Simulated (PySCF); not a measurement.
C7H9N.
Numbering: `[CH:1]#[C:2][C@@H:3]1[C@H:4]([NH2:5])[C@@H:6]1[CH:7]=[CH2:8]` (hydrogens: H9 on C1; H10 on C3; H11 on C4; H12, H13 on N5; H14 on C6; H15 on C7; H16, H17 on C8)

Cartesian coordinates in Å at the GFN2-xTB level; atoms count from 1:
```xyz
17
C7H9N angstrom
C     -1.0231    2.3404    0.1728
C     -0.6781    1.4028   -0.4904
C     -0.3227    0.2353   -1.2239
C     -0.8299   -1.1179   -0.7234
N     -1.6409   -1.2379    0.4447
C      0.6212   -0.7805   -0.5937
C      1.2187   -0.5270    0.7416
C      2.1202    0.4096    0.9745
H     -1.3032    3.1882    0.7226
H     -0.2503    0.3880   -2.2949
H     -1.1177   -1.8357   -1.4841
H     -1.3733   -0.5355    1.1274
H     -2.6201   -1.0971    0.2189
H      1.2988   -1.2687   -1.2869
H      0.8798   -1.1781    1.5377
H      2.4666    1.0688    0.1956
H      2.5469    0.5573    1.9516
```

Theory: TDDFT CAM-B3LYP/def2-SVPD, vertical, gas phase, core orbitals frozen in the response in PySCF.

Ground-to-excited transition dipoles (e·a0, same axes as the geometry; the sign carries no meaning), for the states with f of 0.002 or more among the lowest 7:

| state | E (hartree) | μx | μy | μz |
| --- | --- | --- | --- | --- |
| S1 | 0.2144 | 0.286 | -0.009 | 0.072 |
| S2 | 0.2270 | -0.108 | -0.023 | -0.047 |
| S3 | 0.2369 | 0.276 | -0.358 | 0.221 |
| S4 | 0.2407 | -0.386 | 0.075 | -0.172 |
| S5 | 0.2481 | 0.305 | 0.301 | 0.122 |
| S6 | 0.2555 | 0.364 | 0.183 | 0.168 |
| S7 | 0.2567 | -0.172 | 0.206 | 0.022 |

Task: What oscillator strength does each state have?

Result: f = (2/3) ΔE |μ|² with ΔE in hartree (27.2114 eV).

```tsv
state	|μ|² (au)	|μ| (D)	f
S1	0.087	0.75	0.012
S2	0.014	0.30	0.002
S3	0.253	1.28	0.040
S4	0.185	1.09	0.030
S5	0.198	1.13	0.033
S6	0.194	1.12	0.033
S7	0.072	0.68	0.012
```

Task: Which bond between heavy atoms lies closest to the direction of the S3 transition dipole?

Result: C3–C6, at 5° from it; next C3–C4 at 54°.

Task: What angle do the transition dipoles of S3 and S6 make?

Result: |cos θ| = |μa·μb| / (|μa| |μb|) = 0.32, so θ ≈ 71° (taken between 0 and 90°, since the signs are arbitrary).

One conformer stands for the species.
